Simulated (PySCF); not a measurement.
## Exercise with solution: entropy of an ideal gas

C3H3, SMILES [C]#CC, multiplicity 2.

The structure is a stationary point at ωB97X-D3(BJ)/def2-TZVP. The isomer is the one that the SMILES or the coordinates give; other isomers of the formula were not compared.

PySCF 2.14.0 with ωB97X-D3(BJ)/def2-TZVP gives the harmonic wavenumbers 247, 259, 769, 888, 929, 1391, 1436, 1479, 1805, 3051, 3120, 3143 cm⁻¹ and the rotational temperatures 7.2609, 0.4461, 0.4453 K. The molar mass is 39.06 g/mol, the symmetry number 1, the spin multiplicity 2.

**Question.** Work out the entropy at 298.15 K and 1 atm in the rigid-rotor, harmonic-oscillator model.

**Answer.** 
Translation (Sackur–Tetrode at 1 atm): S = R[1.5 ln M + 2.5 ln T − 1.16487] = 154.5 J/(mol K).
Rotation: q = (√π/σ) T^1.5/√(θA θB θC) = 7600, S = R[ln q + 3/2] = 86.8 J/(mol K).
Vibration: with u = 1.4388 ν/T, each mode gives R[u/(e^u − 1) − ln(1 − e^−u)]:
| ν (cm⁻¹) | modes | u | S (J/(mol K)) |
|---|---|---|---|
| 247 | 1 | 1.19 | 7.33 |
| 259 | 1 | 1.25 | 6.98 |
| 769 | 1 | 3.71 | 0.98 |
| 888 | 1 | 4.29 | 0.61 |
| 929 | 1 | 4.48 | 0.52 |
| 1391 | 1 | 6.71 | 0.08 |
| 1436 | 1 | 6.93 | 0.06 |
| 1479 | 1 | 7.14 | 0.05 |
| 1805 | 1 | 8.71 | 0.01 |
The stiffer modes add less than 0.005 each. Sum 16.6 J/(mol K).
Spin: R ln 2 = 5.8 J/(mol K).
Total 263.6 J/(mol K); the program's own thermochemistry gives 263.6. Translation makes up 59 % and vibration 6 %. Anharmonicity, hindered rotation and orbital degeneracy are left out.
